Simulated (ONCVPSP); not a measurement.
**Dy: one change to an ONCV potential, before and after**

dysprosium (Dy), optimised norm-conserving Vanderbilt (ONCV), made with ONCVPSP 4.0.1 (PBE, scalar-relativistic). Core [Kr] 4d10 4f9, reference 5s2 5p6 5d1.5 6s1.5. Waves: 5s+6s: rc 2.15 bohr, ncon 3, nbas 7, qcut 7.4 1/bohr, 2 projectors; 5p: rc 2.50 bohr, ncon 5, nbas 8, qcut 6.8 1/bohr, 1 projector; 5d: rc 2.85 bohr, ncon 4, nbas 9, qcut 5 1/bohr, 1 projector. Local part: polynomial inside 1.50 bohr (lpopt 5, dvloc0 -1 Ha). Core correction: Teter function, fcfact 1.5, rcfact 1.2.

All-electron outer shells of the reference configuration (PBE, scalar-relativistic, ld1.x):

```tsv
shell	level (eV)	outermost node (bohr)	outermost maximum (bohr)
5s	-52.10	0.63	1.14
5p	-27.83	0.67	1.31
4f	-8.47	–	0.53
6s	-4.04	1.55	3.31
5d	-1.92	0.76	1.94
```

Change: p: qcut 7.8.

Cutoffs: the cutoffs (Ha) at which the residual kinetic energy of the hardest occupied pseudo-wave falls to 1 and 0.1 mHa per electron; they do not see the model core or the augmentation charge, which bear on the density cutoff. Errors are all-electron minus pseudo energies relative to the spin-unpolarised reference configuration.

Question: What does the change do?

Answer: The potential gets neither clearly harder nor softer (16 Ha and 19 Ha → 16 Ha and 20 Ha); the s channel sets the loose cutoff, while the largest relative change is in p, which becomes harder; the errors of the 4 common tests hardly move; neither file shows a bound ghost.

| quantity | base | changed |
| --- | --- | --- |
| cutoff, loose | 16 Ha | 16 Ha |
| cutoff, tight | 19 Ha | 20 Ha |
| loose cutoff by channel | s 16 Ha, p 10 Ha, d 8.0 Ha | s 16 Ha, p 16 Ha, d 8.0 Ha |
| bound ghosts | none | none |
| GHOST(+) flags under 300 eV | s at 104.0 eV, s at 116.5 eV | s at 104.0 eV, s at 116.5 eV |
| error for 5s2 5p6 5d1 6s2, meV [ΔE -1.02 eV] | +1.4 | +1.4 |
| error for 5s2 5p6 5d1 6s1, meV [ΔE 5.82 eV] | -1.9 | -1.9 |
| error for 5s2 5p6 5d1 6s0, meV [ΔE 18.25 eV] | +9.8 | +9.4 |
| error for 5s2 5p5 5d1 6s2, meV [ΔE 32.64 eV] | -221 | -212 |
| s: phases at 2.18 bohr within 0.05 rad from the reference energy up to (Ha; the scan ends near 5) | 3.8 | 3.8 |
| p: phases at 2.54 bohr within 0.05 rad from the reference energy up to (Ha; the scan ends near 5) | 0.1 | 0.2 |
| d: phases at 2.90 bohr within 0.05 rad from the reference energy up to (Ha; the scan ends near 5) | 3.8 | 3.8 |
| rms error of d²Exc/dni dnj with the model core, mHa | 3.30 | 3.27 |
